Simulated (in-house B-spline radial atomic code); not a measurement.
Results of a calculation; reference values are marked as such.
**C6 from the polarisability at imaginary frequency: Cd²⁺**

LDA exchange-only linear response of the closed shell [Kr] 4d10, from an all-electron radial atomic-structure program (B-spline basis); scalar-relativistic (spin-free one-electron X2C), finite nucleus, no spin-orbit coupling; shells from n = 2 respond.

The dispersion coefficient of two like species is C6 = (3/π) ∫ α(iu)² du from 0 to ∞.

| u (hartree) | α(iu) (bohr³) |
| --- | --- |
| 0 | 5.883 |
| 0.156 | 5.703 |
| 0.364 | 5.088 |
| 0.624 | 4.222 |
| 1.04 | 3.137 |
| 1.56 | 2.247 |
| 2.34 | 1.459 |
| 3.64 | 0.8176 |
| 5.2 | 0.48 |
| 7.79 | 0.2527 |
| 13 | 0.1108 |
| 26 | 0.03664 |

Task: Fit one oscillator, α(iu) = α(0)/(1 + u²/ω²), through u = 0.364 and estimate C6.

Result: From α(0)/α(iu) − 1 = 5.883/5.088 − 1 = 0.1562, ω = u/√0.1562 = 0.9209 hartree (25.1 eV). London's formula gives C6 = (3/4) α(0)² ω = 0.75 × 5.883² × 0.9209 = 23.9 hartree·bohr⁶, and the oscillator holds f = α(0) ω² = 4.99 electrons, of a sum of oscillator strengths of 44.5.

Task: How does that compare with the full integral?

Result: The program's quadrature over all excitations gives C6 = 30.26, so the single oscillator is off by -21.0 %. At the last point the fit gives α = 0.00737 against 0.0366: higher excitations, and deeper shells where there are any, keep the true curve higher at large u.
